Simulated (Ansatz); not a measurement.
`O[CH2][GeH3]` → `[GeH2]` + CH₃OH at 600 K and 1 bar (germylene formation by 1,1-elimination).

Computed with Ansatz on PBE0-D4/def2-TZVP structures; ΔE is electronic, products minus reactants. CCSD(T)/CBS is the MP2 limit (def2-TZVPP, def2-QZVPP) plus CCSD(T) − MP2 in def2-TZVPP, frozen cores. This one scheme is used for every species. For Ge outer-core shells are correlated without core-valence functions, which leaves a few kJ/mol of doubt a bond. Scalar relativity is left out up to krypton. One conformer a species, not always the lowest.

```csv
species,CCSD(T)/CBS energy (Eh),H − E (kJ/mol),S (J/(mol·K))
`O[CH2][GeH3]`,-2192.91927,219.3,381.1
`[GeH2]`,-2077.24753,50.4,247.2
CH₃OH,-115.61712,163.6,277.3
```

H − E and S are ideal-gas, rigid-rotor, harmonic terms from PBE0-D4/def2-TZVP, for one conformer and one mirror image of each species. 1 Eh = 2625.50 kJ/mol, R = 8.31446 J/(mol·K).

**Question.** By hand: ΔE, ΔH, ΔS and ΔG.

**Answer.** ΔE = (-2077.24753) + (-115.61712) − (-2192.91927) = 0.05462 Eh = 143.4 kJ/mol. Δ(H − E) = 50.4 + 163.6 − 219.3 = -5.3, so ΔH = 138.1 kJ/mol. ΔS = 247.2 + 277.3 − 381.1 = 143.4 J/(mol·K). ΔG = 138.1 − 600 × (143.4)/1000 = 52.1 kJ/mol.

**Question.** By hand: the equilibrium constant, and the temperature at which ΔG would vanish if ΔH and ΔS stayed fixed.

**Answer.** log₁₀ K = −ΔG/(RT ln 10) = -4.5. ΔG = 0 at ΔH/ΔS = 963 K.

The number of gas molecules changes by +1, which sets the sign of ΔS. A doubt of 5 kJ/mol in ΔE shifts log₁₀ K by 0.4 here. Other conformers and mirror images would add mixing entropy, several J/(mol·K) or more a flexible species. These are equilibria of isolated gas molecules and say nothing of rates. Largest T1 diagnostic: 0.012 (customary marks: 0.02 for closed shells, 0.045 for open ones).
